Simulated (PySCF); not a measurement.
All of these have the formula C6H5Cl. Level of theory: TDDFT PBE0/def2-SVPD, vertical, gas phase, core orbitals frozen in the response in PySCF 2.14.0, density-fitted response routines. Geometries: GFN2-xTB; one conformer of each isolated species. Triplets are in the Tamm–Dancoff approximation.

A. `CC#CC1=C(Cl)C1`
B. `CC#CC#CCCl`
C. `C=C1C=C(Cl)C1=C`

Lowest singlet levels (six at most, fewer where fewer were computed) with oscillator strengths:

1. 4.69 eV (f 0.056); 5.10 eV (f 0.069); 6.13 eV (f 0.558); 6.27 eV (f 0.002); 6.30 eV (f 0.006); 6.41 eV (f 0.506); T1 2.99 eV
2. 4.84 eV (f 0.000); 4.91 eV (f 0.299); 5.53 eV (f 0.001); 6.00 eV (f 0.002); 6.08 eV (f 0.000); 6.35 eV (f 0.003); T1 3.04 eV
3. 4.33 eV (f 0.000); 4.73 eV (f 0.036); 4.94 eV (f 0.000); 6.20 eV (f 0.001); 6.27 eV (f 0.209); 6.51 eV (f 0.292); T1 3.63 eV

Question: Match each spectrum to its molecule.

Answer: 1 = C, 2 = A, 3 = B.
- A: S1 at 4.84 eV, HOMO-1→LUMO (98%); Löwdin shares by element: HOMO carbon 54% or more, chlorine 13% (atoms not listed hold the other 34%); LUMO carbon 77% or more (atoms not listed hold the other 23%); HOMO -6.56 and LUMO -1.02 eV.
- B: S1 at 4.33 eV, HOMO→LUMO (95%); Löwdin shares by element: HOMO carbon 83% or more (atoms not listed hold the other 17%); LUMO carbon 47% or more, chlorine 21% (atoms not listed hold the other 32%); HOMO -7.13 and LUMO -1.15 eV.
- C: S1 at 4.69 eV, HOMO→LUMO (74%), HOMO→LUMO+1 (12%), HOMO-1→LUMO (11%); Löwdin shares by element: HOMO carbon 70% or more (atoms not listed hold the other 30%); LUMO carbon 64% or more, chlorine 8% (atoms not listed hold the other 28%); HOMO -6.82 and LUMO -1.27 eV; point group Cs.
A and C have S1 within 0.15 eV of each other; their strongest listed levels stand at 4.91 eV (f 0.299) and 6.13 eV (f 0.558).
